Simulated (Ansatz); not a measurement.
`[NH]=[Nb]([NH2])([NH2])[OH]`. Total charge 0; spin multiplicity 1. Correlated methods include outer-core shells of Nb, which these sets cover unevenly. Nb: def2 effective core potential.

```
atom   x (Å)   y (Å)   z (Å)
  N1  -0.809   1.518  -0.591
 Nb2  -0.087  -0.030  -0.218
  N3  -1.031  -0.681   1.402
  N4   1.832   0.346   0.120
  O5  -0.239  -1.339  -1.608
  H6  -1.255   2.364  -0.909
  H7  -1.724  -0.171   1.925
  H8  -0.834  -1.562   1.857
  H9   2.259   1.259   0.142
 H10   2.515  -0.360   0.359
 H11  -0.628  -1.344  -2.481
```

(1) Give the diagnostics of a CCSD(T)/def2-TZVPP run (frozen core, the Gaussian-basis code of Ansatz). (Estimate.)

## Answers

(1) The calculation gave: T1 = 0.0204, largest single amplitude 0.045, largest double 0.041, (T) share of the correlation energy 4.9 %, 12 CCSD cycles. The RHF solution is stable towards an unrestricted one. T1 lies over the customary mark of 0.02 for closed shells; compounds of d metals often pass it without a breakdown.
